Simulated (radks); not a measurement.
Q: Numerical settings for neutral tin, [Kr] 4d10 5s2 5p2. All-electron calculation, Dirac Kohn-Sham, PBE, spin-unpolarised, spherical densities, finite nucleus; open shells fill j = l - 1/2 first; Fermi nuclear charge, rms radius 4.6519 fm. Program: a radial shooting solver on a logarithmic mesh with Libxc functionals. The defaults (mesh step 0.008 in ln r, mesh end at 40 bohr or more with all orbitals vanishing there, Anderson mixing 0.5 over 9 steps, residual threshold near 1e-9 with the energy settled to 1e-9 hartree or 1e-11 of itself, here a cap of 54 iterations) give E = -6178.8615 hartree and 5p1/2 at -3.831 eV in 14 iterations. Times are rough (one thread of a shared host). One setting is changed at a time: mesh step in ln r 0.02; mesh step in ln r 0.03; mesh step in ln r 0.2; mesh end (bohr) 3; mesh end (bohr) 5; residual threshold 1e-13; residual threshold 1e-16; mixing 2.5; linear mixing, mixing 0.8; linear mixing, mixing 0.05; mixing history 2; iteration cap 5. Which runs fail to converge, and which converge to a wrong energy?

A: Not converged within the cap: mesh step in ln r 0.2; residual threshold 1e-13; residual threshold 1e-16; linear mixing, mixing 0.8; linear mixing, mixing 0.05; iteration cap 5. Settled on a wrong energy, with an occupied level pushed above zero by the early mesh end: mesh end (bohr) 3 (+2.25 hartree). Apart from these: settings that end as converged yet miss the energy by more than 1 mhartree: mesh end (bohr) 5 (+0.148 hartree).
